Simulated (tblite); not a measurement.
Record of a relaxation.

C6H13BO.
SMILES with atom numbers: `[BH2:1][C@@H:2]([O:3][CH3:4])[C:5](=[CH2:6])[CH2:7][CH3:8]` (hydrogens: H9, H10 on B1; H11 on C2; H12, H13, H14 on C4; H15, H16 on C6; H17, H18 on C7; H19, H20, H21 on C8)

Computed with GFN2-xTB (tblite), gas phase: L-BFGS steps from a force-field or distance-geometry start until the largest atomic force falls under 0.01 eV/Å. 7 of its 134 geometries are shown.

Step 0: E = -672.3749 eV, largest atomic force 1.507 eV/Å
```
atom  x, y, z in Å  |  force x, y, z in eV/Å
B1     -1.645    1.191    1.616   -0.206   0.761   0.400
C2     -1.075    0.192    0.517    0.408  -0.397   1.279
O3     -1.896    0.230   -0.613   -0.555  -0.471  -0.754
C4     -1.788   -0.954   -1.368   -0.228  -0.416  -0.144
C5      0.356    0.581    0.193    0.512   1.210  -0.738
C6      0.600    1.636   -0.616   -0.317  -0.755   0.756
C7      1.513   -0.188    0.777   -0.071  -0.115   0.986
C8      2.186   -1.077   -0.259    0.186  -0.511  -0.335
H9     -1.965    0.793    2.685    0.207   0.107  -0.337
H10    -1.767    2.342    1.371    0.011  -0.423   0.007
H11    -1.092   -0.819    1.009    0.138   0.212  -0.736
H12    -2.419   -0.877   -2.268    0.205   0.208   0.359
H13    -0.746   -1.132   -1.681   -0.222  -0.020   0.074
H14    -2.156   -1.833   -0.779    0.305   0.440  -0.273
H15    -0.209    2.228   -1.036    0.341  -0.295   0.099
H16     1.621    1.933   -0.833   -0.329  -0.050  -0.049
H17     2.262    0.518    1.206   -0.443  -0.381  -0.297
H18     1.158   -0.837    1.618    0.191   0.481  -0.521
H19     2.577   -0.467   -1.095   -0.221  -0.413   0.417
H20     3.028   -1.630    0.210   -0.549   0.319  -0.401
H21     1.448   -1.814   -0.656    0.635   0.509   0.209
```

Step 22: E = -672.6424 eV, largest atomic force 0.330 eV/Å
```
atom  x, y, z in Å  |  force x, y, z in eV/Å
B1     -1.525    1.201    1.624    0.073  -0.104  -0.057
C2     -1.066    0.120    0.568    0.038  -0.111  -0.033
O3     -1.914    0.155   -0.574   -0.084   0.162  -0.010
C4     -1.765   -0.923   -1.454    0.027   0.091   0.017
C5      0.360    0.604    0.261   -0.241  -0.087  -0.019
C6      0.538    1.621   -0.577   -0.003  -0.137  -0.058
C7      1.497   -0.180    0.877   -0.232   0.234   0.022
C8      2.115   -1.084   -0.189   -0.007  -0.010   0.056
H9     -1.399    1.002    2.771    0.084   0.142  -0.126
H10    -1.987    2.161    1.157   -0.048   0.091   0.228
H11    -1.021   -0.915    0.945    0.046   0.072  -0.054
H12    -2.437   -0.733   -2.288   -0.112  -0.046  -0.008
H13    -0.750   -0.997   -1.844    0.240  -0.034  -0.026
H14    -2.033   -1.866   -0.964   -0.011  -0.113  -0.026
H15    -0.305    2.108   -1.051    0.189  -0.087   0.159
H16     1.525    1.948   -0.878   -0.117   0.008   0.104
H17     2.250    0.509    1.272   -0.026  -0.085  -0.049
H18     1.113   -0.791    1.705    0.147   0.130  -0.127
H19     2.485   -0.496   -1.026   -0.071   0.004  -0.002
H20     2.948   -1.650    0.215    0.043  -0.087   0.087
H21     1.360   -1.780   -0.550    0.065  -0.034  -0.077
```

Step 44: E = -672.7580 eV, largest atomic force 0.085 eV/Å
```
atom  x, y, z in Å  |  force x, y, z in eV/Å
B1     -1.363    1.200    1.593    0.040  -0.017   0.041
C2     -1.141    0.057    0.541   -0.042  -0.011  -0.002
O3     -2.019    0.084   -0.565    0.014   0.004  -0.048
C4     -1.731   -0.902   -1.520    0.016  -0.037  -0.027
C5      0.261    0.578    0.238   -0.001  -0.018   0.027
C6      0.451    1.621   -0.565   -0.002  -0.011   0.037
C7      1.412   -0.155    0.877    0.038  -0.012  -0.034
C8      2.062   -1.122   -0.121   -0.018   0.012   0.018
H9     -0.854    1.101    2.642   -0.041   0.038  -0.047
H10    -2.005    2.126    1.294    0.081   0.006   0.025
H11    -1.067   -0.971    0.922    0.022  -0.009  -0.007
H12    -2.428   -0.758   -2.344    0.000   0.014  -0.013
H13    -0.702   -0.819   -1.892   -0.017   0.036  -0.035
H14    -1.870   -1.910   -1.106   -0.002  -0.015   0.021
H15    -0.366    2.126   -1.047   -0.050  -0.031   0.009
H16     1.442    1.981   -0.789    0.012   0.017  -0.011
H17     2.173    0.558    1.202   -0.041   0.020   0.028
H18     1.056   -0.701    1.753    0.067  -0.010  -0.052
H19     2.447   -0.566   -0.975   -0.015  -0.048   0.028
H20     2.888   -1.655    0.346   -0.028   0.037   0.002
H21     1.347   -1.857   -0.486   -0.033   0.036   0.038
```

Step 66: E = -672.7816 eV, largest atomic force 0.025 eV/Å
```
atom  x, y, z in Å  |  force x, y, z in eV/Å
B1     -1.253    1.191    1.557   -0.001   0.004  -0.005
C2     -1.157    0.010    0.531    0.009  -0.007   0.005
O3     -2.028    0.052   -0.576    0.008  -0.006   0.008
C4     -1.716   -0.894   -1.566   -0.005   0.001   0.005
C5      0.238    0.565    0.260   -0.008   0.009   0.013
C6      0.386    1.629   -0.533   -0.009   0.002   0.002
C7      1.407   -0.132    0.898    0.001   0.007  -0.004
C8      2.026   -1.131   -0.081    0.005  -0.017  -0.008
H9     -0.760    1.069    2.609   -0.009   0.010   0.010
H10    -1.806    2.171    1.256   -0.007  -0.004  -0.007
H11    -1.079   -1.016    0.912    0.004  -0.003  -0.011
H12    -2.452   -0.771   -2.359    0.003  -0.005   0.004
H13    -0.711   -0.735   -1.976   -0.009   0.007  -0.004
H14    -1.777   -1.917   -1.171    0.004   0.003  -0.009
H15    -0.465    2.075   -1.016    0.019   0.014  -0.007
H16     1.355    2.046   -0.757   -0.013  -0.007   0.017
H17     2.163    0.600    1.189    0.005   0.007  -0.001
H18     1.081   -0.660    1.796    0.003   0.007  -0.006
H19     2.397   -0.615   -0.963    0.000  -0.001  -0.014
H20     2.855   -1.657    0.386    0.017  -0.006   0.012
H21     1.288   -1.864   -0.398   -0.016  -0.016   0.001
```

Step 89: E = -672.7847 eV, largest atomic force 0.026 eV/Å
```
atom  x, y, z in Å  |  force x, y, z in eV/Å
B1     -1.251    1.190    1.542   -0.008  -0.014   0.013
C2     -1.143   -0.007    0.531   -0.013   0.013   0.005
O3     -2.029    0.025   -0.564   -0.008   0.020  -0.001
C4     -1.710   -0.887   -1.581    0.012   0.008   0.005
C5      0.240    0.570    0.263    0.016  -0.014  -0.009
C6      0.380    1.654   -0.504    0.001  -0.011   0.005
C7      1.418   -0.124    0.890    0.020  -0.006  -0.007
C8      2.006   -1.162   -0.069   -0.012   0.000  -0.001
H9     -0.760    1.098    2.598    0.000   0.000   0.003
H10    -1.832    2.148    1.223    0.007  -0.010   0.005
H11    -1.048   -1.031    0.914   -0.012   0.005  -0.005
H12    -2.476   -0.782   -2.347    0.000  -0.003   0.004
H13    -0.727   -0.674   -2.021    0.016  -0.012  -0.007
H14    -1.713   -1.920   -1.207    0.010  -0.009   0.003
H15    -0.469    2.105   -0.987   -0.002   0.002  -0.008
H16     1.347    2.084   -0.710   -0.003   0.005   0.006
H17     2.189    0.609    1.139    0.009   0.009  -0.001
H18     1.112   -0.620    1.813   -0.011   0.011  -0.010
H19     2.347   -0.680   -0.984   -0.002  -0.019   0.012
H20     2.851   -1.669    0.392   -0.012   0.020  -0.012
H21     1.260   -1.909   -0.332   -0.007   0.008   0.001
```

Step 111: E = -672.7875 eV, largest atomic force 0.019 eV/Å
```
atom  x, y, z in Å  |  force x, y, z in eV/Å
B1     -1.271    1.169    1.554    0.007   0.007   0.005
C2     -1.130   -0.001    0.520    0.013  -0.002  -0.005
O3     -2.007    0.029   -0.582    0.011  -0.015  -0.003
C4     -1.666   -0.884   -1.592    0.002  -0.010  -0.003
C5      0.249    0.595    0.261   -0.003  -0.010   0.002
C6      0.377    1.692   -0.487   -0.002   0.008   0.003
C7      1.434   -0.102    0.872   -0.004   0.010   0.000
C8      1.950   -1.202   -0.059   -0.002   0.002  -0.001
H9     -0.781    1.065    2.610   -0.005   0.002   0.011
H10    -1.862    2.124    1.249   -0.005   0.010   0.011
H11    -1.023   -1.030    0.886    0.001   0.004   0.010
H12    -2.453   -0.833   -2.343    0.005   0.015   0.000
H13    -0.703   -0.634   -2.056   -0.003  -0.006   0.005
H14    -1.611   -1.907   -1.197    0.001  -0.005  -0.015
H15    -0.477    2.147   -0.958    0.005  -0.008  -0.001
H16     1.339    2.137   -0.686   -0.005  -0.006  -0.002
H17     2.234    0.619    1.052    0.002   0.007  -0.010
H18     1.153   -0.545    1.829   -0.010   0.002  -0.006
H19     2.242   -0.781   -1.019    0.005   0.014  -0.010
H20     2.816   -1.692    0.380   -0.006  -0.011   0.003
H21     1.181   -1.950   -0.235   -0.008  -0.010   0.006
```

Step 133: E = -672.7889 eV, largest atomic force 0.008 eV/Å
```
atom  x, y, z in Å  |  force x, y, z in eV/Å
B1     -1.280    1.160    1.567    0.001  -0.006   0.000
C2     -1.121   -0.004    0.529   -0.006   0.001  -0.003
O3     -1.998    0.014   -0.575   -0.001  -0.001  -0.005
C4     -1.636   -0.880   -1.595    0.002  -0.001  -0.001
C5      0.251    0.605    0.262    0.002  -0.004  -0.005
C6      0.364    1.702   -0.489   -0.002   0.001   0.002
C7      1.444   -0.087    0.859    0.003  -0.003   0.001
C8      1.920   -1.218   -0.056    0.004  -0.001   0.002
H9     -0.790    1.056    2.623    0.000   0.002   0.001
H10    -1.881    2.111    1.268    0.001   0.003   0.003
H11    -1.002   -1.031    0.897    0.001   0.001  -0.001
H12    -2.404   -0.806   -2.363    0.001   0.002   0.002
H13    -0.661   -0.625   -2.031   -0.006  -0.002   0.005
H14    -1.596   -1.913   -1.224    0.000   0.002  -0.003
H15    -0.498    2.150   -0.952   -0.006   0.004  -0.004
H16     1.321    2.152   -0.700    0.004  -0.001   0.001
H17     2.257    0.629    0.998   -0.001   0.001   0.000
H18     1.181   -0.501    1.834    0.002   0.001   0.001
H19     2.208   -0.824   -1.028   -0.003   0.001   0.001
H20     2.779   -1.721    0.381    0.006  -0.002   0.003
H21     1.131   -1.952   -0.204   -0.003   0.001   0.000
```

Problem. Summarise the path.

Solution. The energy falls by 39.95 kJ/mol from step 0 to step 133; nine tenths of that is first reached at step 40. It falls at every step. The largest force goes from 1.507 to 0.008 eV/Å. Among the bonds C7–H18 changes most (a near tie, within 0.001 Å, with another), from 1.120 to 1.091 Å; the atoms move by 0.449 Å rms after alignment.

The cost below is that of the whole relaxation. On one thread of an Arm Neoverse N1, no GPU, shared host with 64 logical CPUs at a one-minute load of 60, this took 1.6 s of wall time.
